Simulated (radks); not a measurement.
These are the eigenvalues of the occupied orbitals of an atom or ion with whole-number occupations (eV). Method: Dirac Kohn-Sham, LB94 model potential, spin-unpolarised, spherical densities, finite nucleus; Fermi nuclear charge, rms radius of each element as measured or else 0.836 A^(1/3) + 0.57 fm; computed with a radial shooting solver on a logarithmic mesh with Libxc functionals.

| orbital | eigenvalue |
|---|---|
| 1s1/2 | -45020.32 |
| 2s1/2 | -8502.330 |
| 2p1/2 | -8138.848 |
| 2p3/2 | -7610.117 |
| 3s1/2 | -2861.203 |
| 3p1/2 | -2708.287 |
| 3p3/2 | -2595.344 |
| 3d3/2 | -2337.518 |
| 3d5/2 | -2312.039 |

Which element is it, and in what charge state? The configuration may be excited. Open shells, if any, fill j = l - 1/2 first.

Answer. Z = 60, neodymium, charge +34: Nd34+ in [Ar] 3d8. The list shows which subshells hold electrons but not how many an open one holds; the 1s level, -1654.5 hartree, gives Z - s = 57.5 by -(Z - s)^2/2, which with screening and relativity narrows Z to a few neighbours, and the depths of the outer levels then fix element, charge and occupations together.
